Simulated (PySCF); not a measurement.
**LiTe: frontier orbitals**

revPBE at R = 2.484 Å; PySCF, scalar-relativistic core potentials, basis sets Li def2-SVP, Te def2-SVP with ECP28. State: ²Π (doublet), unpaired electrons π ↑. Only the outer orbitals are listed, counted within each symmetry, core potentials removing the inner ones.

```csv
spin,orbital,occ.,ε (eV),on Li (%),main shells (%)
α,5σ,1,-13.54,2,98 Te s
α,3π,1,-5.17,4,96 Te p
α,6σ,1,-5.01,14,"84 Te p, 10 Li s"
α,3π,1,-4.23,6,94 Te p
α,7σ,0,-1.98,98,"78 Li s, 20 Li p"
α,4π,0,-0.02,94,94 Li p
α,4π,0,0.11,93,93 Li p
β,5σ,1,-12.89,3,97 Te s
β,6σ,1,-4.72,16,"83 Te p, 12 Li s"
β,3π,1,-3.94,7,93 Te p
β,3π,0,-3.82,7,93 Te p
β,7σ,0,-1.95,97,"76 Li s, 21 Li p"
β,4π,0,0.08,92,92 Li p
```

Which are the highest filled and the lowest empty level, where do they sit, and how wide is the gap?

Highest filled β 3π at -3.94 eV (in %: 93 Te p); lowest empty β 3π at -3.82 eV (in %: 93 Te p); the gap at revPBE is 0.12 eV. Both belong to one degenerate shell, split only by its one-sided filling, so this is no excitation gap.

| Property | Result |
| --- | --- |
| bond order (Mayer) | 0.88 |
| ⟨S²⟩ | 0.752 |
| charge on Li (Mulliken, basis-dependent) | 0.49 |
| charge on Li (Löwdin, basis-dependent) | 0.27 |
| dipole moment (positive dipole means Li(−)Te(+)) | -6.68 D |

Spin–orbit coupling is left out. The state was picked by a PBE0 search and need not be the measured ground state.
